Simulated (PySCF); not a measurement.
PySCF input file for HP₂, SMILES P#[PH+], charge +1, TDA-PBE/def2-TZVPD. Geometry optimised at TPSSh-D3(BJ)/def2-TZVPD. The isomer is the one that the SMILES or the coordinates give; other isomers of the formula were not compared.

```python
import numpy as np
from pyscf import gto, scf, dft, tdscf

mol = gto.M(
    atom='''
    P     0.00000000    0.00000000    1.01144373
    P     0.00000000    0.00000000   -0.85977071
    H     0.00000000    0.00000000   -2.27509520
    ''',
    basis='def2-TZVPD',
    charge=1,
    spin=0,
    symmetry=True,
    symmetry_subgroup='C2v',
    max_memory=1600,
    verbose=4,
)
mf = dft.RKS(mol, xc='pbe').density_fit(auxbasis='def2-universal-jkfit')
mf.grids.level = 3
mf.conv_tol = 1e-9
mf.max_cycle = 100
mf.kernel()
mf.grids = dft.Grids(mol).set(level=1).build(with_non0tab=True)  # coarser grid for the response kernel
td = tdscf.TDA(mf)
td.singlet = True
td.nstates = 10
td.conv_tol = 1e-4
td.positive_eig_threshold = 1e-6
td.kernel(x0=td.get_init_guess(mf, 15))
td.analyze()
tt = tdscf.TDA(mf)
tt.singlet = False
tt.nstates = 4
tt.conv_tol = 1e-4
tt.positive_eig_threshold = 1e-6
tt.kernel(x0=tt.get_init_guess(mf, 9))
tt.analyze(verbose=3)
```

Output:

```
PySCF version 2.14.0

[INPUT] verbose = 4
[INPUT] num. atoms = 3
[INPUT] num. electrons = 30
[INPUT] charge = 1
[INPUT] spin (= nelec alpha-beta = 2S) = 0
[INPUT] symmetry True subgroup C2v
[INPUT] Mole.unit = angstrom
[INPUT] Symbol           X                Y                Z      unit          X                Y                Z       unit  Magmom
[INPUT]  1 P      0.000000000000   0.000000000000   1.011443730000 AA    0.000000000000   0.000000000000   1.911351640109 Bohr   0.0
[INPUT]  2 P      0.000000000000   0.000000000000  -0.859770710000 AA    0.000000000000   0.000000000000  -1.624731171823 Bohr   0.0
[INPUT]  3 H      0.000000000000   0.000000000000  -2.275095200000 AA    0.000000000000   0.000000000000  -4.299306835313 Bohr   0.0

nuclear repulsion = 71.6533006677498
point group symmetry = Coov, use subgroup C2v
symmetry origin: [0.00000000e+00 0.00000000e+00 6.09589076e-09]
symmetry axis x: [1. 0. 0.]
symmetry axis y: [0. 1. 0.]
symmetry axis z: [0. 0. 1.]
num. orbitals of irrep A1 = 43
num. orbitals of irrep A2 = 8
num. orbitals of irrep B1 = 22
num. orbitals of irrep B2 = 22
number of shells = 35
number of NR pGTOs = 149
number of NR cGTOs = 95
basis = def2-TZVPD
ecp = {}


[settings echo left out]
init E= -683.128291410484
HOMO (B1) = -0.297094126847  LUMO (B2) = -0.144912045882672  gap/eV = 4.14109
cycle= 1 E= -682.620028460618  delta_E= 0.508  |g|= 0.296  |ddm|= 1.61
HOMO (B1) = -0.522828251578972  LUMO (B2) = -0.385329620036271  gap/eV = 3.74153
cycle= 2 E= -682.509668218876  delta_E= 0.11  |g|= 0.601  |ddm|= 0.683
HOMO (B1) = -0.524554828258495  LUMO (B1) = -0.385336741595273  gap/eV = 3.78832
cycle= 3 E= -682.55595647654  delta_E= -0.0463  |g|= 0.492  |ddm|= 0.79
HOMO (B2) = -0.522600897217779  LUMO (B1) = -0.380213274750501  gap/eV = 3.87456
cycle= 4 E= -682.641275987611  delta_E= -0.0853  |g|= 0.04  |ddm|= 0.405
HOMO (B1) = -0.514394552293798  LUMO (B2) = -0.374825664719446  gap/eV = 3.79786
cycle= 5 E= -682.641706252729  delta_E= -0.00043  |g|= 0.0115  |ddm|= 0.0503
HOMO (B1) = -0.51519648921161  LUMO (B1) = -0.375124852781988  gap/eV = 3.81154
cycle= 6 E= -682.641746915033  delta_E= -4.07e-05  |g|= 0.00103  |ddm|= 0.0108
HOMO (B1) = -0.515221092540576  LUMO (B2) = -0.375114690495702  gap/eV = 3.81249
cycle= 7 E= -682.641747260504  delta_E= -3.45e-07  |g|= 0.000533  |ddm|= 0.00218
HOMO (B1) = -0.515226497883738  LUMO (B1) = -0.375121657007654  gap/eV = 3.81245
cycle= 8 E= -682.641747391441  delta_E= -1.31e-07  |g|= 3.41e-05  |ddm|= 0.000677
HOMO (B1) = -0.515225661955526  LUMO (B2) = -0.375119926356755  gap/eV = 3.81247
cycle= 9 E= -682.641747391779  delta_E= -3.39e-10  |g|= 8.87e-06  |ddm|= 4.4e-05
HOMO (B2) = -0.515223599491686  LUMO (B2) = -0.375118849526716  gap/eV = 3.81244
Extra cycle  E= -682.641747391317  delta_E= 4.62e-10  |g|= 3.68e-05  |ddm|= 3.85e-05
converged SCF energy = -682.641747391317
tot grids = 15296
Overwritten attributes  positive_eig_threshold  of <class 'pyscf.tdscf.rks.TDA'>


******** <class 'pyscf.tdscf.rks.TDA'> for <class 'pyscf.df.df_jk.DFSymAdaptedRKS'> ********
nstates = 10 singlet
deg_eia_thresh = 1.000e-03
wfnsym = None
conv_tol = 0.0001
eigh lindep = 1e-12
eigh level_shift = 0
eigh max_cycle = 100


Excitation energies (eV)
[3.81244443 4.12608543 4.12610715 5.09596473 5.09596473 6.297231
 6.38735964 6.38735964 9.23791125 9.23791125]

** Singlet excitation energies and oscillator strengths **
Excited State   1:   A2      3.81244 eV    325.21 nm  f=0.0000
      14 -> 17       -0.50000
      15 -> 16        0.50000
Excited State   2:   A2      4.12609 eV    300.49 nm  f=0.0000
      14 -> 17        0.49972
      15 -> 16        0.49972
Excited State   3:   A1      4.12611 eV    300.49 nm  f=0.0000
      14 -> 16       -0.49972
      15 -> 17        0.49972
Excited State   4:   B1      5.09596 eV    243.30 nm  f=0.0166
      14 -> 18        0.70285
Excited State   5:   B2      5.09596 eV    243.30 nm  f=0.0166
      15 -> 18        0.70285
Excited State   6:   A1      6.29723 eV    196.89 nm  f=0.0220
      13 -> 18        0.52056
      14 -> 16       -0.32798
      15 -> 17       -0.32798
Excited State   7:   B1      6.38736 eV    194.11 nm  f=0.0159
      13 -> 16        0.69330
Excited State   8:   B2      6.38736 eV    194.11 nm  f=0.0159
      13 -> 17       -0.69330
Excited State   9:   B1      9.23791 eV    134.21 nm  f=0.1490
      14 -> 19        0.69566
Excited State  10:   B2      9.23791 eV    134.21 nm  f=0.1490
      15 -> 19        0.69566

** Transition electric dipole moments (AU) **
state          X           Y           Z        Dip. S.      Osc.
  1        -0.0000      0.0000      0.0000      0.0000      0.0000
  2         0.0000     -0.0000     -0.0000      0.0000      0.0000
  3         0.0000      0.0000      0.0000      0.0000      0.0000
  4         0.3647      0.0000      0.0000      0.1330      0.0166
  5        -0.0000      0.3647     -0.0000      0.1330      0.0166
  6         0.0000      0.0000     -0.3776      0.1426      0.0220
  7         0.3190     -0.0000      0.0000      0.1018      0.0159
  8         0.0000     -0.3190     -0.0000      0.1018      0.0159
  9         0.8114     -0.0000     -0.0000      0.6583      0.1490
 10        -0.0000      0.8114      0.0000      0.6583      0.1490

** Transition velocity dipole moments (imaginary part, AU) **
state          X           Y           Z        Dip. S.      Osc.
  1        -0.0000      0.0000      0.0000      0.0000      0.0000
  2         0.0000     -0.0000     -0.0000      0.0000      0.0000
  3        -0.0000      0.0000      0.0000      0.0000      0.0000
  4         0.0027      0.0000      0.0000      0.0000      0.0000
  5        -0.0000      0.0027     -0.0000      0.0000      0.0000
  6        -0.0000      0.0000      0.1177      0.0139      0.0399
  7        -0.0423     -0.0000      0.0000      0.0018      0.0051
  8         0.0000      0.0423     -0.0000      0.0018      0.0051
  9         0.2398     -0.0000     -0.0000      0.0575      0.1130
 10         0.0000      0.2398      0.0000      0.0575      0.1130

** Transition magnetic dipole moments (imaginary part, AU) **
state          X           Y           Z
  1         0.0000      0.0000     -0.0000
  2        -0.0000     -0.0000     -0.0000
  3        -0.0000      0.0000      0.0000
  4        -0.0000      0.0164     -0.0000
  5        -0.0164     -0.0000     -0.0000
  6         0.0000      0.0000      0.0000
  7        -0.0000     -1.6413     -0.0000
  8        -1.6413      0.0000      0.0000
  9        -0.0000     -0.1216      0.0000
 10         0.1216     -0.0000      0.0000


******** <class 'pyscf.tdscf.rks.TDA'> for <class 'pyscf.df.df_jk.DFSymAdaptedRKS'> ********
nstates = 4 triplet
deg_eia_thresh = 1.000e-03
wfnsym = None
conv_tol = 0.0001
eigh lindep = 1e-12
eigh level_shift = 0
eigh max_cycle = 100


Excitation energies (eV)
[2.70392331 3.10845203 3.108487   3.81244443]

** Triplet excitation energies and oscillator strengths **
Excited State   1:   A1      2.70392 eV    458.53 nm  f=0.0000
Excited State   2:   A1      3.10845 eV    398.86 nm  f=0.0000
Excited State   3:   A2      3.10849 eV    398.86 nm  f=0.0000
Excited State   4:   A2      3.81244 eV    325.21 nm  f=0.0000
```

Self-consistency was reached.

Cost: about 8 core-seconds (a rough figure).
